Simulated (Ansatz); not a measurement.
`O[SiH](O)F` + `NB(O[SiH3])O[SiH3]` → `O[Si](O)(F)O[SiH3]` + `NBO[SiH3]`  (redistribution)

Computed with Ansatz on PBE0-D4/def2-TZVP structures; ΔE is electronic, products minus reactants. CCSD(T)/CBS is the MP2 limit (def2-TZVPP, def2-QZVPP) plus CCSD(T) − MP2 in def2-TZVPP, frozen cores. This one scheme is used for every species. Functionals use def2-TZVPP. One conformer a species, not always the lowest.

| level | ΔE (eV) |
| --- | --- |
| r2SCAN-D4 | -0.21 |
| CCSD/CBS(def2) | -0.25 |

What does CCSD(T)/CBS give? (Best estimate.)

Computed: -0.24 eV. The listed levels differ from it by 0.03, -0.01 eV.

Largest T1 diagnostic among the species: 0.012.

In def2-TZVPP, CCSD(T) changes the Hartree–Fock value by +0.07 eV (the triples alone add +0.01 eV) and MP2 by +0.06 eV. The D4 term adds +0.04 eV with B3LYP and +0.02 eV with PBE0; it sums over pairs of atoms, weighted by their polarisabilities, and B3LYP, whose exchange is more repulsive, gets the larger term.

B3LYP here is the variant with VWN-RPA as its local correlation; programs differ in this.
